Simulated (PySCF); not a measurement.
Isomers of C7H14. Theory: PBE0-D3(BJ)/def2-SVP geometry optimisation, gas phase in PySCF. Energies are electronic, without zero-point or thermal terms, for one conformer each. No frequencies were run at this level. Point groups hold within 0.08 Å.

Question: Order them by energy at this level, lowest first, and give relative energies in kcal/mol.
A. `[CH3:1][CH2:2][CH:3]1[CH2:4][CH2:5][CH2:6][CH2:7]1` with C1–C2–C3–C4 174°, C2–C3–C4–C5 158°, C3–C4–C5–C6 -42°, C4–C5–C6–C7 36°, C5–C6–C7–C3 -17°
B. `[CH2:1]=[CH:2][C@@H:3]([CH3:4])[CH:5]([CH3:6])[CH3:7]` with C1–C2–C3–C4 127°, C2–C3–C5–C6 -58° (3,4-dimethyl-1-pentene)
C. `[CH2:1]1[CH2:2][CH2:3][CH2:4][CH2:5][CH2:6][CH2:7]1` with C7–C1–C2–C3 39°, C1–C2–C3–C4 -85°, C2–C3–C4–C5 70°, C3–C4–C5–C6 -53°
D. `CC(C1CC1)(C)C`

Answer: C (0.0), A (0.4), D (20.7), B (20.9).

As drawn, the highest has a C=C bond outside aromatic rings, which the lowest lacks. Neighbours under 2.5 kcal/mol apart (C1CCCCCC1 and CCC1CCCC1; CC(C)(C)C1CC1 and C=C[C@@H](C)C(C)C) can change places with a better method, another conformer or zero-point energy.

```csv
SMILES,E (Eh),E rel (kcal/mol),dipole (D),point group,"A, B, C (MHz)"
C1CCCCCC1,-274.66750,0.0,0.00,C2,"3150, 2862, 1723"
CCC1CCCC1,-274.66685,0.4,0.05,C1,"5440, 1665, 1397"
CC(C)(C)C1CC1,-274.63458,20.7,0.09,Cs,"3723, 2014, 1901"
C=C[C@@H](C)C(C)C,-274.63415,20.9,0.32,C1,"2867, 2137, 1605"
```

As an exercise, what shares would exp(−E/RT) give at 1000 K from these electronic energies alone (no entropy, no degeneracies)?

RT = 1.987 kcal/mol: C1CCCCCC1 55.1 %, CCC1CCCC1 44.9 %, CC(C)(C)C1CC1 under 0.1 %, C=C[C@@H](C)C(C)C under 0.1 %.
